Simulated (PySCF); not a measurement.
Ionising BeCl

UHF; PySCF, no relativity, basis sets Be def2-SVP, Cl def2-SVP. Neutral (UHF): doublet (σ ↑), Re = 1.850 Å, ωe = 817 cm⁻¹, De = 3.51 eV, HOMO -9.20 eV, LUMO 0.64 eV.

BeCl⁺ (RHF): singlet (closed shell), Re = 1.758 Å, ωe = 970 cm⁻¹, De = 2.79 eV to Be⁺ + Cl. The energies at the minima are -474.00208 hartree for BeCl and -473.68284 for BeCl⁺.

Work out the adiabatic ionisation energy, without and with harmonic zero-point energies (1 hartree = 27.2114 eV, 1 eV = 8065.5 cm⁻¹), and the change of the bond length.

At HF: 0.31924 hartree = 8.687 eV between the minima; the zero-point term (970.0 − 817.0)/2 cm⁻¹ = +0.009 eV makes it 8.696 eV. Re changes by -9.2 pm against the neutral. The electron leaves a σ orbital, and the shorter bond of the ion fits an antibonding orbital, or a change in how ionic the bond is.

For an ion De counts to the pair picked by the measured ionisation energies or electron affinities, which need not be the lowest pair at this level. Where the molecule has an RHF reference, its open-shell atoms are computed with UHF. Hartree–Fock leaves out correlation, which carries a large part of most bond energies and some tenths to 1 eV of ionisation energies. States were picked by a PBE0 search and need not be the measured ground states.

Neutral and ion stand on different kinds of reference determinant, which adds to the error of the difference.
